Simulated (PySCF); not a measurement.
Polarisability and C₆ of Pd⁺ (palladium, charge +1)

[Kr] 4d9, 2D determinant. All numbers are calculated (PySCF 2.14, a scalar-relativistic core potential, in aug-cc-pwCVTZ-PP with ECP28MDF). Coupled (time-dependent) response in atomic units; α is the mean over directions.

```csv
method,mean α (bohr³),"α xx, yy, zz",C₆ (like pair),S(−4)
B3LYP,11.47,"11.23, 11.23, 11.96",69.68,51.07
```

S(−4) is the Cauchy moment in α(ω) = α(0) + S(−4) ω² + …

Spin-orbit coupling is absent.

α(iu) at B3LYP:

| u (hartree) | α(iu) (bohr³) |
| --- | --- |
| 0 | 11.47 |
| 0.0500 | 11.35 |
| 0.100 | 11.00 |
| 0.200 | 9.927 |
| 0.300 | 8.774 |
| 0.500 | 6.926 |
| 0.750 | 5.358 |
| 1.00 | 4.259 |
| 1.50 | 2.845 |
| 2.00 | 2.016 |
| 3.00 | 1.149 |
| 5.00 | 0.5045 |

A single London oscillator, α(iu) = α/(1 + u²/ω²), gives C₆ = (3/4) ω α². Matching the computed C₆ needs ω = 4 × 69.68 / (3 × 11.47²) = 0.706 hartree.

For an ion, C₆ is the dispersion term alone; charge-induced terms of lower order in 1/R come first.

The components differ because the open shell of this determinant is not spherical; for a pure term their mean is the scalar polarisability.

Energies and moments cover only the electrons outside the core potential.
